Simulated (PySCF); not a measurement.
**Levels of Cl⁴⁺ from EOM-EA-GCCSD**

Reference: closed-shell Cl⁵⁺, [Ne] 3s2; one electron is added. Calculated with PySCF 2.14, two-component X2C-1e with screened spin-orbit coupling, x2c-TZVPPall-2c with one added diffuse shell each of s, p, d type (6s7p4d1f, 54 functions); frozen nothing; all 96 virtual spinors kept. No Breit or QED terms. Binding energies in eV.

```csv
level,Koopmans,second order,EOM-CCSD
3p1/2,66.706,67.669,67.570
3p3/2,66.508,67.471,67.376
3d3/2,44.574,47.727,43.823
4s1/2,35.190,35.773,35.819
```

Electric-dipole lines between these computed levels:

```csv
lower,upper,ΔE (eV),vacuum wavelength (nm)
3p1/2,3d3/2,23.747,52.21
3p1/2,4s1/2,31.751,39.05
3p3/2,3d3/2,23.553,52.64
3p3/2,4s1/2,31.557,39.29
```

In EOM-CCSD the overlap with the one-orbital guess is low for 3d3/2 (weight 0.79). That can mean mixing with two-particle, one-hole states, where second order and EOM-CCSD lose accuracy, or only a rotation among the degenerate components of the shell; the terms of those configurations are not listed.

For comparison, the ionisation energy of Cl⁴⁺ is 67.68 ± 0.1 eV (semi-empirical (NIST evaluation); NIST Atomic Spectra Database, ionization energies).

Only part of the computed levels is shown.

The screened spin-orbit operator tends to give fine-structure splittings of light species too large.

The highest levels are limited by the diffuse functions of the basis.
